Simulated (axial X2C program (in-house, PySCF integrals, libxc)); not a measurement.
## FeCl⁺: cheaper levels and CCSD(T), two-component

All values were computed with an in-house relativistic program for diatomic molecules. Two-component (2c) means X2C with spin–orbit coupling and atomic mean-field two-electron Coulomb and Gaunt terms. Basis: Fe dyall-cv3z [9s10p6d3f2g], Cl dyall-av3z [9s8p3d2f] (cores contracted in-house); Gaussian nuclei, density fitting, unrestricted open shells. Masses: Fe 55.935 u, Cl 34.969 u.

State: Ω = 4 (⟨Sz⟩ = 2.00, ⟨Lz⟩ = 2.00 at HF); fragments Fe+ + Cl.

```csv
level,Re (Å),ωe (cm⁻¹)
PBE0,2.048,504.1
HF,2.136,479.9
MP2,2.078,491.9
CCSD,2.079,491.5
TPSS,2.043,490.4
```

Correlated methods: 14 electrons correlated (number of frozen shells: Fe 3 s, 2 p; Cl 2 s, 1 p), 250 virtual spin orbitals or spinors in MP2, 90 natural virtuals in coupled cluster.

CCSD(T), same Hamiltonian and basis:

Re = 2.076 Å, ωe = 490.3 cm⁻¹; T1 = 0.024 (Lee–Taylor normalisation).

**Question.** Give the differences from CCSD(T) in the columns below.

**Answer.** 

| level | ΔRe (Å) | Δωe (cm⁻¹) |
| --- | --- | --- |
| PBE0 | -0.028 | 14 |
| HF | 0.060 | -10 |
| MP2 | 0.002 | 2 |
| CCSD | 0.003 | 1 |
| TPSS | -0.033 | 0 |

One determinant describes the state; a PBE0 search over occupations chose it and may have missed a lower one. De is not given where an atomic determinant may have missed its ground term or J level, or where the truncated virtual space spoils (T). Density functionals use the spin component along the axis (collinear). Coupled cluster ran in a truncated set of natural virtual spinors; the MP2 energy of the rest was added. (T) has no such correction and the atoms are truncated less, which lowers De at CCSD(T) by a hundredth of an eV or more. PBE0 can misorder states that lie within some tenths of an eV, so this need not be the ground state of the molecule. The nearest other 2c determinant of the search, Ω = 3, lies 0.25 eV up at the distance of the search. The functionals have no current-density term, which raises determinants with orbital currents, atoms included. With several unpaired electrons one determinant need not be a pure state. Open-shell Ω = 0 determinants with evenly filled partner blocks cannot be reached by this program, so the Ω shown need not be the lowest component. Some points did not converge and are left out. The stretched end of a curve changes character and is left out.
